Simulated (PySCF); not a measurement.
A calculated (PBE0, PySCF 2.14, def2-TZVP, no relativity, point nucleus) atom or ion has these occupied shells.

```
shell  electrons  orbital energy (eV)  rms radius, mean of both spins (bohr)
 1s α          1             -12373.1                                 0.0521
 1s β          1             -12372.9                                 0.0521
 2s α          1              -1595.8                                  0.217
 2s β          1              -1595.7                                  0.217
 2p α          3              -1432.9                                  0.191
 2p β          3              -1432.7                                  0.191
 3s α          1              -226.25                                  0.626
 3s β          1              -225.94                                  0.626
 3p α          3              -169.74                                  0.642
 3p β          3              -169.34                                  0.642
 3d α          5              -69.693                                  0.698
 3d β          5              -69.332                                  0.698
 4s α          1              -29.634                                   1.91
 4s β          1              -25.566                                   1.91
 4p α          3              -17.873                                   2.26
```

(1) Name the element and its charge.

## Answers

(1) Se⁺ (selenium, charge +1), in [Ar] 3d10 4s2 4p3, high-spin 4S determinant.
